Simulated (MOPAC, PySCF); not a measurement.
H₃InS, SMILES `[SH][InH2]` (H–S–In–H torsion 180°), neutral singlet in the gas phase. 

Cartesian coordinates (Å):
SMILES: [SH][InH2]
```xyz
5

S      1.6719     0.2281     0.3799
In    -0.6824     0.2222    -0.1374
H      1.7802    -1.1205     0.3339
H     -1.3723     1.7979    -0.2074
H     -1.3965    -1.3285    -0.3745
```
Charge 0, spin multiplicity 1.

All levels are single points at this geometry (PBE-D3(BJ)/def2-TZVP); Pople sets use spherical d functions. Orbital energies aren't observables, and empty levels follow the basis.

B3LYP/6-311+G** (LANL2DZ on In) in PySCF gives dipole (D) = 2.14.

Estimate the dipole (D) from each of these levels: PBE-D3(BJ)/def2-TZVP in PySCF; B3LYP/6-31G* (LANL2DZ on In) in PySCF; B3LYP/LANL2DZ in PySCF; BP86/6-31G* (LANL2DZ on In) in PySCF; M06-2X/6-31G* (LANL2DZ on In) in PySCF; PBE/6-31G* (LANL2DZ on In) in PySCF; SVWN5/6-31G* (LANL2DZ on In) in PySCF; HF/6-31G* (LANL2DZ on In) in PySCF; AM1 in MOPAC; PM3 in MOPAC; PM6 in MOPAC; PM7 in MOPAC.


| level | dipole (D) |
|---|---|
| PBE-D3(BJ)/def2-TZVP in PySCF | 1.53 |
| B3LYP/6-31G* (LANL2DZ on In) in PySCF | 2.04 |
| B3LYP/LANL2DZ in PySCF | 2.45 |
| BP86/6-31G* (LANL2DZ on In) in PySCF | 1.87 |
| M06-2X/6-31G* (LANL2DZ on In) in PySCF | 2.24 |
| PBE/6-31G* (LANL2DZ on In) in PySCF | 1.87 |
| SVWN5/6-31G* (LANL2DZ on In) in PySCF | 1.94 |
| HF/6-31G* (LANL2DZ on In) in PySCF | 2.60 |
| AM1 in MOPAC | 1.33 |
| PM3 in MOPAC | 1.78 |
| PM6 in MOPAC | 3.58 |
| PM7 in MOPAC | 3.70 |
